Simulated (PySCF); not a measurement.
Mayer bond orders and bond lengths

Species: C5H4FS (charge +1).
Atom-mapped SMILES: `[F:1][c:2]1[cH:3][cH:4][s+:5][cH:6][cH:7]1` (hydrogens: H8 on C3; H9 on C4; H10 on C6; H11 on C7)

Cartesian coordinates in Å at the PBE0-D3(BJ)/def2-SVP level; atoms count from 1:
```
atom  x, y, z in Å
F1    -0.1505    2.2973   -0.7421
C2    -0.0698    1.0671   -0.3443
C3    -1.2638    0.3787   -0.0867
C4    -1.2626   -0.9302    0.3337
S5     0.1249   -1.8624    0.5905
C6     1.3797   -0.7935    0.2119
C7     1.2071    0.5065   -0.1998
H8    -2.2117    0.9053   -0.2276
H9    -2.1987   -1.4631    0.5322
H10    2.3797   -1.2265    0.3213
H11    2.0783    1.1281   -0.4243
```

Bond orders from the PBE0/pcSseg-1 density (PySCF). Isolated species at its PBE0-D3(BJ)/def2-SVP geometry, gas phase.

**Question.** How far do the computed orders between heavy atoms stray from the drawn ones?

**Answer.** The largest departure is 0.226, at C4–S5 (drawn aromatic, 1.274) and S5–C6 (drawn aromatic, 1.274), counting aromatic bonds as 1.5. The bonds drawn aromatic range from 1.27 to 1.49.

**Question.** Give the Mayer order of every bond, beside its length.

**Answer.** 
| bond | drawn as | length (Å) | Mayer order |
| --- | --- | --- | --- |
| F1–C2 | single | 1.295 | 0.996 |
| C2–C3 | aromatic | 1.402 | 1.349 |
| C3–C4 | aromatic | 1.375 | 1.488 |
| C4–S5 | aromatic | 1.691 | 1.274 |
| S5–C6 | aromatic | 1.691 | 1.274 |
| C6–C7 | aromatic | 1.375 | 1.488 |
| C7–C2 | aromatic | 1.402 | 1.349 |
| C3–H8 | single | 1.094 | 0.916 |
| C4–H9 | single | 1.095 | 0.904 |
| C6–H10 | single | 1.095 | 0.904 |
| C7–H11 | single | 1.093 | 0.916 |

Bonds between the same two heavy elements. C–C: lowest C2–C3 and C7–C2 (1.349, 1.402 Å), highest C3–C4 and C6–C7 (1.488, 1.375 Å). C–S: all 2 within 0.02 of one another (1.274 to 1.274). Bonds named together lie within 0.004.

**Question.** Sum the orders of all bonds at each heavy atom with more than one neighbour and set the sums beside the valence in the SMILES.

**Answer.** C2 3.694 (drawn 4), C3 3.753 (drawn 4), C4 3.666 (drawn 4), S5 2.548 (drawn 3), C6 3.666 (drawn 4), C7 3.753 (drawn 4). Orders between atoms that aren't bonded are not in these sums.

The Mayer order sums products of elements of PS (density times overlap matrix) between the two atoms' basis functions, so it depends on the basis set.
